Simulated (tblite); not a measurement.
Species: C5H11NO2Si.
Numbering: `[CH2:1]=[CH:2][O:3][Si@@H:4]([OH:5])[C@@H:6]1[CH2:7][CH2:8][NH:9]1` (hydrogens: H10, H11 on C1; H12 on C2; H13 on Si4; H14 on O5; H15 on C6; H16, H17 on C7; H18, H19 on C8; H20 on N9)

Computed with GFN2-xTB (tblite), gas phase: L-BFGS steps from a force-field or distance-geometry start until the largest atomic force falls under 0.01 eV/Å.

Step 48: E = -792.7420 eV
```
atom  x, y, z in Å  |  force x, y, z in eV/Å
C1      3.8862    0.1179   -0.4349   -0.009  -0.010   0.044
C2      2.9917   -0.8360   -0.6054   -0.032  -0.002  -0.047
O3      1.6671   -0.7418   -0.3963   -0.051  -0.045  -0.063
Si4     0.6447    0.4124    0.1041    0.085   0.051   0.050
O5      0.5563    1.6166   -0.9907    0.015  -0.065   0.013
C6     -1.0104   -0.4915    0.2664    0.000   0.053  -0.024
C7     -2.0292   -0.4119   -0.8868   -0.063  -0.005  -0.003
C8     -3.0483    0.0287    0.1717    0.027  -0.018  -0.019
N9     -1.9442    0.3073    1.0911   -0.040  -0.010  -0.024
H10     4.9253   -0.0718   -0.6240    0.020   0.047   0.001
H11     3.5959    1.0941   -0.0939    0.006   0.033  -0.026
H12     3.2640   -1.8293   -0.9443    0.020  -0.007  -0.011
H13     1.0500    0.9767    1.3891    0.005   0.000   0.045
H14    -0.1817    2.2198   -0.9439    0.043   0.000  -0.006
H15    -0.9036   -1.5252    0.6171   -0.044   0.021   0.008
H16    -1.7961    0.3585   -1.6193   -0.024   0.023   0.073
H17    -2.2465   -1.3360   -1.4153   -0.002  -0.057   0.050
H18    -3.6606    0.9114   -0.0440    0.054  -0.071  -0.006
H19    -3.7053   -0.7964    0.4842    0.018   0.083  -0.026
H20    -2.0604    0.0071    2.0525   -0.029  -0.022  -0.029
```

Step 49: E = -792.7444 eV
```
atom  x, y, z in Å  |  force x, y, z in eV/Å
C1      3.8779    0.1228   -0.4356   -0.017  -0.009   0.038
C2      2.9881   -0.8348   -0.6099   -0.009  -0.022  -0.037
O3      1.6642   -0.7526   -0.3918   -0.032  -0.043  -0.064
Si4     0.6462    0.4058    0.1076    0.110   0.056   0.068
O5      0.5646    1.6036   -0.9941    0.011  -0.050   0.022
C6     -1.0105   -0.4916    0.2701   -0.021   0.071   0.041
C7     -2.0255   -0.4104   -0.8842   -0.056  -0.008  -0.015
C8     -3.0472    0.0306    0.1699    0.017  -0.020  -0.031
N9     -1.9454    0.3090    1.0919   -0.078   0.040  -0.026
H10     4.9171   -0.0557   -0.6350    0.013   0.040   0.008
H11     3.5812    1.0924   -0.0835    0.010   0.058  -0.026
H12     3.2668   -1.8235   -0.9552    0.018  -0.025  -0.028
H13     1.0584    0.9677    1.3927   -0.010   0.004   0.025
H14    -0.1688    2.2122   -0.9481    0.039   0.010  -0.009
H15    -0.9080   -1.5214    0.6281   -0.031  -0.036  -0.006
H16    -1.7872    0.3605   -1.6133   -0.027   0.039   0.047
H17    -2.2420   -1.3326   -1.4141   -0.009  -0.091   0.026
H18    -3.6611    0.9106   -0.0512    0.061  -0.054   0.009
H19    -3.7048   -0.7948    0.4794    0.016   0.074  -0.012
H20    -2.0692    0.0129    2.0537   -0.004  -0.033  -0.029
```

Step 50: E = -792.7469 eV
```
atom  x, y, z in Å  |  force x, y, z in eV/Å
C1      3.8695    0.1274   -0.4356   -0.027  -0.003   0.025
C2      2.9841   -0.8333   -0.6152    0.019  -0.036  -0.020
O3      1.6603   -0.7625   -0.3918   -0.002  -0.034  -0.056
Si4     0.6494    0.4005    0.1117    0.093   0.027   0.067
O5      0.5737    1.5905   -0.9978    0.007  -0.023   0.030
C6     -1.0107   -0.4902    0.2743   -0.030   0.068   0.093
C7     -2.0231   -0.4095   -0.8816   -0.013  -0.020  -0.020
C8     -3.0463    0.0320    0.1680    0.000  -0.017  -0.037
N9     -1.9481    0.3112    1.0929   -0.086   0.082  -0.019
H10     4.9092   -0.0401   -0.6434   -0.001   0.029   0.017
H11     3.5676    1.0923   -0.0756    0.010   0.069  -0.026
H12     3.2698   -1.8180   -0.9644    0.015  -0.041  -0.047
H13     1.0682    0.9571    1.3973   -0.018   0.014   0.014
H14    -0.1539    2.2060   -0.9524    0.036   0.018  -0.012
H15    -0.9120   -1.5174    0.6389   -0.020  -0.063  -0.024
H16    -1.7805    0.3628   -1.6065   -0.030   0.044   0.011
H17    -2.2381   -1.3314   -1.4109   -0.010  -0.105  -0.001
H18    -3.6605    0.9088   -0.0590    0.046  -0.007   0.014
H19    -3.7051   -0.7917    0.4746   -0.002   0.037   0.010
H20    -2.0789    0.0161    2.0539    0.016  -0.038  -0.019
```

Step 51: E = -792.7492 eV
```
atom  x, y, z in Å  |  force x, y, z in eV/Å
C1      3.8628    0.1313   -0.4352   -0.028   0.005   0.009
C2      2.9811   -0.8320   -0.6204    0.041  -0.039  -0.002
O3      1.6569   -0.7702   -0.3951    0.020  -0.018  -0.038
Si4     0.6536    0.3969    0.1160    0.042  -0.019   0.046
O5      0.5821    1.5798   -1.0006    0.006   0.002   0.038
C6     -1.0116   -0.4875    0.2792   -0.025   0.044   0.101
C7     -2.0219   -0.4094   -0.8796    0.038  -0.033  -0.015
C8     -3.0462    0.0327    0.1658   -0.018  -0.010  -0.033
N9     -1.9524    0.3141    1.0940   -0.060   0.090  -0.003
H10     4.9032   -0.0275   -0.6487   -0.018   0.017   0.027
H11     3.5580    1.0940   -0.0708    0.005   0.062  -0.028
H12     3.2729   -1.8140   -0.9715    0.012  -0.047  -0.060
H13     1.0773    0.9471    1.4020   -0.015   0.028   0.013
H14    -0.1397    2.2021   -0.9567    0.034   0.022  -0.012
H15    -0.9154   -1.5143    0.6476   -0.014  -0.050  -0.036
H16    -1.7769    0.3652   -1.6005   -0.032   0.030  -0.019
H17    -2.2355   -1.3328   -1.4068    0.000  -0.088  -0.016
H18    -3.6593    0.9070   -0.0653    0.017   0.046   0.006
H19    -3.7064   -0.7883    0.4706   -0.026  -0.009   0.031
H20    -2.0877    0.0165    2.0534    0.022  -0.033  -0.008
```

**Question.** Estimate the geometry and energy of step 52. (The exact step hangs on the optimiser's Hessian estimate; all steps are aligned on step 51, rigid shifts and turns removed.)

**Answer.** E = -792.7509 eV, largest force 0.077 eV/Å
```
atom  x, y, z in Å  |  force x, y, z in eV/Å
C1      3.8582    0.1343   -0.4345   -0.025   0.011  -0.006
C2      2.9797   -0.8315   -0.6245    0.045  -0.030   0.011
O3      1.6548   -0.7751   -0.4001    0.029  -0.004  -0.017
Si4     0.6575    0.3944    0.1195   -0.014  -0.055   0.019
O5      0.5887    1.5729   -1.0017    0.010   0.015   0.044
C6     -1.0128   -0.4843    0.2846   -0.013   0.010   0.064
C7     -2.0210   -0.4103   -0.8782    0.061  -0.034  -0.003
C8     -3.0470    0.0328    0.1637   -0.028   0.000  -0.018
N9     -1.9573    0.3177    1.0952   -0.018   0.061   0.010
H10     4.8991   -0.0191   -0.6508   -0.022   0.008   0.032
H11     3.5526    1.0968   -0.0691   -0.004   0.042  -0.030
H12     3.2757   -1.8118   -0.9765    0.012  -0.042  -0.064
H13     1.0844    0.9392    1.4059   -0.008   0.038   0.016
H14    -0.1283    2.2008   -0.9607    0.030   0.022  -0.007
H15    -0.9181   -1.5123    0.6531   -0.015  -0.015  -0.035
H16    -1.7761    0.3671   -1.5965   -0.029   0.000  -0.035
H17    -2.2340   -1.3362   -1.4031    0.020  -0.047  -0.015
H18    -3.6583    0.9064   -0.0698   -0.007   0.076  -0.008
H19    -3.7087   -0.7858    0.4682   -0.040  -0.038   0.041
H20    -2.0944    0.0148    2.0527    0.015  -0.018   0.001
```

The energy changes by -0.0018 eV. The first-order estimate −F·Δx gives -0.0025 eV and the mean of the old and new forces, exact on a quadratic surface, -0.0018 eV. The step makes an angle of 73° with the force vector and moves no atom by more than 0.012 Å.

The cost below is that of the whole relaxation. Time: 1.8 s. Hardware: Intel Xeon at 2.70 GHz, one thread, no GPU, shared host with 64 logical CPUs at a one-minute load of 62.
